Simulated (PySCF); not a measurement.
# One molecule, several mistakes: B2CH4N cation

All numbers below are calculated, not measured. They come from PySCF 2.14.0, an open-source quantum chemistry program, on an isolated molecule that a program drew, which may never have been made. The molecule is B2CH4N cation (charge +1, singlet), drawn as the SMILES string `C=B[B+]N`.

Each row is a Hartree-Fock (HF) and frozen-core CCSD(T) single point in the cc-pVDZ basis, meant for a local HF minimum. Run 1 is clean. Each other run has one planted mistake out of seven kinds, and not every kind appears here: one electron removed, one electron added, multiplicity raised by two, geometry at a saddle point, minimal basis STO-3G, one bond length entered in bohr, all coordinates scaled. The reference is restricted for singlets and unrestricted otherwise, and also for a bond in bohr. Adding or removing an electron swaps singlet and doublet. Electrons count all cores. HOMO and LUMO are orbital energies over both spins, the gradient is its largest component, and the lowest frequency (negative if imaginary) is given only where the gradient is small. Bond lengths are over the 7 bonds as drawn. T1 is the CCSD diagnostic: over 0.02 (restricted) or 0.045 (unrestricted) a single reference is doubtful.

Geometry of the clean run:
```xyz
8
B2CH4N cation, angstrom
C    -1.4120    0.3258    0.0406
B    -0.2492   -0.2875   -0.4090
B     1.1010   -1.0005   -0.9328
N     2.2050   -1.5843   -1.3608
H    -2.3680   -0.1904    0.0590
H    -1.4241    1.3524    0.3965
H     2.8248   -2.0981   -0.7519
H     2.5022   -1.5560   -2.3250
```

| run | electrons | basis functions | <S^2> | HOMO (eV) | LUMO (eV) | gradient (hartree/bohr) | lowest frequency (cm^-1) | mean bond (Å) | longest bond (Å) | T1 | HF (hartree) | CCSD(T) (hartree) | mistake |
|---|---|---|---|---|---|---|---|---|---|---|---|---|---|
| 1 | 26 | 76 | 0.000 | -14.36 | -4.50 | 3.6e-05 | 144 | 1.2165 | 1.614 | 0.0204 | -143.72838 | -144.21490 | no fault |
| 2 | 26 | 76 | 0.000 | -13.71 | -4.69 | 6.0e-02 | - | 1.3187 | 1.750 | 0.0248 | -143.67644 | -144.18414 | all coordinates scaled |
| 3 | 26 | 76 | 0.000 | -14.11 | -5.54 | 1.1e-05 | -533 | 1.2206 | 1.650 | 0.0180 | -143.71608 | -144.19755 | geometry at a saddle point |
| 4 | 26 | 76 | 2.013 | -13.23 | -5.51 | 8.2e-02 | - | 1.2165 | 1.614 | 0.0147 | -143.69408 | -144.13855 | multiplicity raised by two |
| 5 | 26 | 24 | 0.000 | -13.08 | -1.97 | 3.4e-02 | - | 1.2165 | 1.614 | 0.0233 | -141.94520 | -142.19317 | ? |
| 6 | 27 | 76 | 1.267 | -6.42 | 2.09 | 1.0e-01 | - | 1.2165 | 1.614 | 0.0511 | -143.93754 | -144.42808 | ? |

**Which mistake was planted in run 5, and what did it cost?**

It has 24 basis functions where the clean run has 76, with the same electrons and geometry. So the mistake is: minimal basis STO-3G. Subtracting run 1 and multiplying by 627.51 kcal/mol a hartree, the energy moved by 1119.0 kcal/mol in HF and 1268.7 kcal/mol in CCSD(T).

**Which mistake was planted in run 6, and what did it cost?**

It counts 27 electrons, one more than the clean run, at the same geometry and basis. So the mistake is: one electron added. Subtracting run 1 and multiplying by 627.51 kcal/mol a hartree, the energy moved by -131.2 kcal/mol in HF and -133.8 kcal/mol in CCSD(T).

Cautions from the logs. Run 1: T1 is over the limit, so its CCSD(T) energy is less reliable; run 2: T1 is over the limit, so its CCSD(T) energy is less reliable; run 5: T1 is over the limit, so its CCSD(T) energy is less reliable; run 6: T1 is over the limit, so its CCSD(T) energy is less reliable.
